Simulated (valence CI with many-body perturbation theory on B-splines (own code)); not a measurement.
# How close is CI+MBPT for K⁶⁺?

Computed by relativistic CI+MBPT: three valence electrons over a frozen Dirac-Fock core [Ne], a basis of 11 s, 11 p, 9 d, 7 f, 5 g, 2 h, 1 i functions for each j, with the one-electron correlation potential Σ1, the two-electron term Σ2, the three-electron term Σ3, Breit, model QED; selected CI, second order for the rest, scaled by the run's own slope (own B-spline code, finite nucleus).

Against 57 measured levels this calculation errs by 92 cm⁻¹ on average and by 206 at most. These come from a selection out of Sansonetti, J. Phys. Chem. Ref. Data 37, 7 (2008). Levels without a partner in it may be off by more.

Measured levels: Sansonetti, J. Phys. Chem. Ref. Data 37, 7 (2008). Pairs share parity and J, and are chosen by configuration, term and nearness in energy; levels without a clear partner are left out. Energies in cm⁻¹ above the measured ground level. The last column is blank where CI alone has no clear partner.

Names give the largest LS component (configuration and term), which can be under half, so a name can repeat, a term be missing and a line seem to break the LS rules; names also repeat where a configuration has a term twice. Letters in brackets count levels of one name in rising energy.

```
    Computed label  Label in the source  Measured  Computed  Difference  CI alone, difference
     3s²3p ²P°_1/2           3s2 3p 2P°         0       0.0           0                     0
     3s²3p ²P°_3/2           3s2 3p 2P°    3134.3    3138.8          +5                   +62
      3s3p² ⁴P_1/2            3s 3p2 4P    114889  114814.1         -75                  -944
      3s3p² ⁴P_3/2            3s 3p2 4P    116027  115958.3         -69                  -918
      3s3p² ⁴P_5/2            3s 3p2 4P    117764  117697.0         -67                  -865
      3s3p² ²D_3/2            3s 3p2 2D  151883.9  151868.4         -16                  -240
      3s3p² ²D_5/2            3s 3p2 2D  152051.7  152038.5         -13                  -214
      3s3p² ²S_1/2            3s 3p2 2S  193084.5  193236.0        +151                 +1197
      3s3p² ²P_1/2            3s 3p2 2P  206502.9  206689.8        +187                 +2900
      3s3p² ²P_3/2            3s 3p2 2P  208432.5  208624.1        +192                 +2968
      3s²3d ²D_3/2            3s2 3d 2D    250664  250660.9          -3                 +2321
      3s²3d ²D_5/2            3s2 3d 2D    250787  250784.6          -2                 +2339
       3p³ ²D°_3/2              3p3 2D°    297788  297719.8         -68                  -431
       3p³ ²D°_5/2              3p3 2D°    298098  298030.5         -68                  -409
       3p³ ⁴S°_3/2              3p3 4S°    308021  308114.9         +94                 +1986
    3s3p3d ⁴F°_5/2         3s 3p 3d 4F°    334828  334622.4        -206                  -580
       3p³ ²P°_1/2              3p3 2P°    335425  335511.2         +86                 +1152
       3p³ ²P°_3/2              3p3 2P°    335460  335548.9         +89                 +1147
    3s3p3d ⁴F°_7/2         3s 3p 3d 4F°    335745  335543.9        -201                  -539
    3s3p3d ⁴F°_9/2         3s 3p 3d 4F°    336960  336767.6        -192                  -492
    3s3p3d ⁴P°_5/2         3s 3p 3d 4P°    362740  362579.5        -160                  +793
    3s3p3d ⁴P°_3/2         3s 3p 3d 4P°    363567  363409.2        -158                  +818
    3s3p3d ⁴P°_1/2         3s 3p 3d 4P°    364292  364114.3        -178                  +774
    3s3p3d ⁴D°_1/2         3s 3p 3d 4D°    365933  365790.0        -143                 +1343
    3s3p3d ⁴D°_3/2         3s 3p 3d 4D°    366356  366197.9        -158                 +1325
    3s3p3d ⁴D°_5/2         3s 3p 3d 4D°    366662  366513.1        -149                 +1376
    3s3p3d ⁴D°_7/2         3s 3p 3d 4D°    366800  366654.4        -146                 +1447
3s3p3d ²D°_5/2 [a]    3s 3p(3P°) 3d 2D°    376266  376252.3         -14                 +2079
3s3p3d ²D°_3/2 [a]    3s 3p(3P°) 3d 2D°    376289  376279.8          -9                 +2070
3s3p3d ²F°_5/2 [a]    3s 3p(3P°) 3d 2F°    394367  394365.0          -2                 +1140
3s3p3d ²F°_7/2 [a]    3s 3p(3P°) 3d 2F°    396853  396865.7         +13                 +1212
3s3p3d ²P°_3/2 [a]    3s 3p(3P°) 3d 2P°    430356  430520.8        +165                 +2691
3s3p3d ²P°_1/2 [a]    3s 3p(3P°) 3d 2P°    431284  431444.4        +160                 +2636
3s3p3d ²F°_7/2 [b]    3s 3p(1P°) 3d 2F°    431613  431668.0         +55                 +3010
3s3p3d ²F°_5/2 [b]    3s 3p(1P°) 3d 2F°    432279  432335.0         +56                 +3005
      3s²4s ²S_1/2            3s2 4s 2S    439322  439364.4         +42                 -1244
3s3p3d ²P°_1/2 [b]    3s 3p(1P°) 3d 2P°    446656  446724.4         +68                 +3857
3s3p3d ²P°_3/2 [b]    3s 3p(1P°) 3d 2P°    446745  446823.8         +79                 +3842
3s3p3d ²D°_3/2 [b]    3s 3p(1P°) 3d 2D°    450988  451110.3        +122                 +4686
3s3p3d ²D°_5/2 [b]    3s 3p(1P°) 3d 2D°    451426  451554.3        +128                 +4720
      3p²3d ⁴F_5/2            3p2 3d 4F    509610  509474.0        -136                  +927
      3p²3d ⁴F_7/2            3p2 3d 4F    510506  510392.2        -114                  +981
      3p²3d ⁴F_9/2            3p2 3d 4F    511643  511527.7        -115                 +1022
  3p²3d ²P_3/2 [a]        3p2(3P) 3d 2P    517290  517086.8        -203                  +971
      3p²3d ⁴D_3/2            3p2 3d 4D    520819  520694.3        -125                 +1145
      3p²3d ⁴D_5/2            3p2 3d 4D    521021  520904.7        -116                 +1175
      3p²3d ⁴D_7/2            3p2 3d 4D    521696  521591.2        -105                 +1209
      3p²3d ²D_5/2        3p2(1D) 3d 2D    545671  545568.7        -102                 +1957
  3p²3d ²D_3/2 [a]        3p2(1D) 3d 2D    546115  546016.0         -99                 +1922
      3p²3d ⁴P_5/2            3p2 3d 4P    550817  550745.7         -71                 +3475
      3p²3d ⁴P_3/2            3p2 3d 4P    551458  551393.2         -65                 +3503
      3p²3d ⁴P_1/2            3p2 3d 4P    551852  551790.6         -61                 +3515
    3s3p4s ⁴P°_1/2         3s 3p 4s 4P°    566231  566247.3         +16                 -2114
    3s3p4s ⁴P°_3/2         3s 3p 4s 4P°    567308  567322.5         +15                 -2082
    3s3p4s ⁴P°_5/2         3s 3p 4s 4P°    569280  569297.3         +17                 -2036
      3s²4d ²D_3/2            3s2 4d 2D    570738  570750.5         +13                      
      3s²4d ²D_5/2            3s2 4d 2D    570922  570918.0          -4                  -835
  3p²3d ²D_3/2 [b]            3p2 3d 2D    573086  573142.2         +56                 +1455
```

Over 57 excited levels the mean absolute difference is 92 cm⁻¹, the median 86 and the largest 206. For the 56 levels that pair on every rung the mean is CI alone 1716, + Σ1 1831, + Σ2 410, + Σ3 323, + Breit 142, + QED 93. The comparison draws on a selection of the measured levels: 58 of the 71 computed ones have a partner in it, and others may be off by more.
